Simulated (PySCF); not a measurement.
Ge(Br)(OMe) (CH₃BrGeO), SMILES [Ge]([O]C)[Br] (connectivity only; charge and spin as stated), neutral, multiplicity 1. Atoms are numbered in the order given.

```xyz
7

Ge     0.9548     0.5938     0.0000
Br    -0.3249    -1.4161     0.0000
O     -0.3185     1.8166     0.0000
C     -1.7204     1.7791     0.0000
H     -2.1086     0.7468     0.0000
H     -2.1015     2.3027    -0.8920
H     -2.1015     2.3027     0.8920
```

Coordinates come from a PBE0-D3(BJ)/def2-SVP optimisation. The structure was generated by enumeration; whether it is a known compound was not checked. One conformer was computed; it need not be the lowest.

Two levels are set side by side: PBE/pcSseg-1 (PySCF) and KT2/pcSseg-1 (PySCF). GIAO shifts against GeH4 (⁷³Ge), H2O (¹⁷O), TMS (¹H), TMS (¹³C) at the same level; non-relativistic, no solvent, atoms listed together averaged. Without spin–orbit terms, shifts of atoms bonded to Cl or Br come out too high at both levels. Differences are taken from unrounded values.

```csv
quantity,PBE
δ(⁷³Ge) of Ge1 (ppm),680.2
δ(¹⁷O) of O3 (ppm),291.6
δ(¹³C) of C4 (ppm),61.4
```

Task: These are the PBE values. What does KT2 give? (The exact figures need the calculation; the answer reports its results.)

Result: 
```tsv
quantity	KT2	PBE minus KT2
δ(⁷³Ge) of Ge1 (ppm)	652.1	28.0
δ(¹⁷O) of O3 (ppm)	283.2	8.3
δ(¹³C) of C4 (ppm)	60.8	0.6
```

Rough cost on one machine, each run with all the roots and properties that it gave: KT2 against PBE within a factor of 2.
